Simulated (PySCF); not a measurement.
**Excited states of `C#C/C(=C/C=[N+](C)C)N(C)C`, [C₉H₁₅N₂]+, charge +1**

Theory: TDA CAM-B3LYP/def2-SVP excited states, vertical, gas phase (PySCF 2.14.0). Geometry: PBE0-D3(BJ)/def2-SVP.

Input:
```
{"job": {"kind": "states", "xc": "CAM-B3LYP", "basis": "def2-SVP", "tda": true, "soc": true, "nstates": 6, "ntriplets": 5, "nquad": 4}, "charge": 1, "multiplicity": 1}
C     -2.181267     3.183591     0.621476
C     -1.766770     2.060931     0.429096
C     -1.200722     0.768495     0.189286
C      0.202107     0.768743     0.008853
C      1.083102    -0.303277     0.117856
N      2.395613    -0.220655    -0.022395
C      3.040343     1.032818    -0.369959
C      3.252371    -1.370941     0.199846
N     -2.037149    -0.271612     0.139606
C     -1.638413    -1.582234    -0.326703
C     -3.445485    -0.148817     0.485329
H     -2.558975     4.178059     0.792434
H      0.622001     1.766194    -0.116255
H      0.726880    -1.299171     0.383931
H      2.591133     1.460263    -1.278533
H      4.104110     0.850648    -0.558849
H      2.949748     1.762009     0.451047
H      3.964384    -1.165398     1.013998
H      3.821316    -1.605682    -0.712871
H      2.647145    -2.243369     0.474770
H     -1.286418    -2.223960     0.498092
H     -0.852043    -1.492715    -1.088448
H     -2.508383    -2.070313    -0.785305
H     -4.066090    -0.180092    -0.424322
H     -3.730059    -0.986956     1.137440
H     -3.630965     0.790895     1.014921
```
Coordinates are in Å.

Command: `OMP_NUM_THREADS=1 python excited_run.py task.json out`

Q: What does the run print?

A: H and L stand for HOMO and LUMO.
```
coarse grid: 21200 points
cycle   1  E = -460.4403424801  dE =  1.953e+00  |g| = 4.233e-01  |ddm| = 5.307e+00
cycle   2  E = -460.4497262820  dE = -9.384e-03  |g| = 4.163e-01  |ddm| = 1.020e+00
cycle   3  E = -460.4886228198  dE = -3.890e-02  |g| = 1.086e-01  |ddm| = 4.578e-01
cycle   4  E = -460.4907246089  dE = -2.102e-03  |g| = 5.910e-02  |ddm| = 1.412e-01
cycle   5  E = -460.4915276182  dE = -8.030e-04  |g| = 1.259e-02  |ddm| = 5.755e-02
cycle   6  E = -460.4915601522  dE = -3.253e-05  |g| = 4.254e-03  |ddm| = 1.388e-02
cycle   7  E = -460.4915649346  dE = -4.782e-06  |g| = 7.730e-04  |ddm| = 4.911e-03
final grid: 203440 points
cycle   8  E = -460.5807128410  dE = -5.390e-05  |g| = 4.342e-03  |ddm| = 3.375e-02
cycle   9  E = -460.5807143677  dE = -1.527e-06  |g| = 3.844e-03  |ddm| = 8.269e-03
cycle  10  E = -460.5807178266  dE = -3.459e-06  |g| = 7.260e-04  |ddm| = 3.622e-03
cycle  11  E = -460.5807179325  dE = -1.059e-07  |g| = 3.008e-04  |ddm| = 8.435e-04
cycle  12  E = -460.5807179514  dE = -1.891e-08  |g| = 1.019e-04  |ddm| = 3.353e-04
cycle  13  E = -460.5807179538  dE = -2.434e-09  |g| = 3.142e-05  |ddm| = 1.090e-04
cycle  14  E = -460.5807179541  dE = -2.779e-10  |g| = 1.050e-05  |ddm| = 4.124e-05
converged SCF energy = -460.5807179541

Singlet excitations
state   eV       nm        f     d(h-e)  d(exc)  Lambda  PR(NTO)  |dmu|/D   mu/D   main configurations
  1   4.4312   279.8   0.89355   0.731   3.337   0.678   1.091    0.967    2.514   H->L 0.91
  2   4.8479   255.7   0.05335   1.407   3.099   0.393   1.024    4.715    3.096   H-2->L 0.84
  3   5.5404   223.8   0.19483   1.231   3.186   0.622   1.351    3.094    1.672   H-1->L 0.76
  4   6.5957   188.0   0.05550   1.164   3.214   0.564   1.108    4.086    5.577   H->L+1 0.42, H-1->L+2 0.17, H->L+2 0.17
  5   6.9614   178.1   0.03853   0.583   3.386   0.601   2.294                     H->L+1 0.42, H-3->L 0.16, H-1->L+1 0.16
  6   7.1653   173.0   0.05721   1.087   3.408   0.623   2.245                     H-3->L 0.41, H->L+2 0.13, H-1->L+2 0.13

Triplet excitations (Tamm-Dancoff)
state   eV     d(h-e)  d(exc)  Lambda  PR(NTO)   main configurations
  1   2.4554   0.604   3.194   0.691   1.017   H->L 0.97
  2   3.9246   0.861   2.992   0.631   1.077   H-1->L 0.87
  3   4.5416   1.273   2.940   0.380   1.041   H-2->L 0.85, H-2->L+1 0.08
  4   5.0110   0.548   2.712   0.628   1.798   H->L+1 0.53, H-3->L 0.25, H->L+2 0.10
  5   5.5956   0.118   2.386   0.621   1.653   H-2->L+2 0.37, H-2->L+1 0.22, H->L+1 0.12
S1 - T1 = 1.9758 eV

Spin-orbit couplings |<S|Hso|T>| (cm-1)
             T1       T2       T3       T4       T5
S0        0.650    0.877    5.467    0.345    0.799
S1        0.378    1.730    5.285    0.796    2.327
S2        2.876    8.609    0.898    2.544    4.482
S3        1.298    2.029   13.263    0.236    0.712
S4        2.765    4.286    0.630    2.102    7.154
S5        1.560    3.811    1.934    1.075    4.054
S6        1.045    1.047    3.498    0.788    3.465
T1 sublevels (cm-1): 0.000 0.000 0.000   radiative rates (1/s): 0.0185 0.0126 0.0346
```

It took 78 s wall time on 1 thread of an Arm Neoverse V2, shared host, peak memory 1.2 GiB.
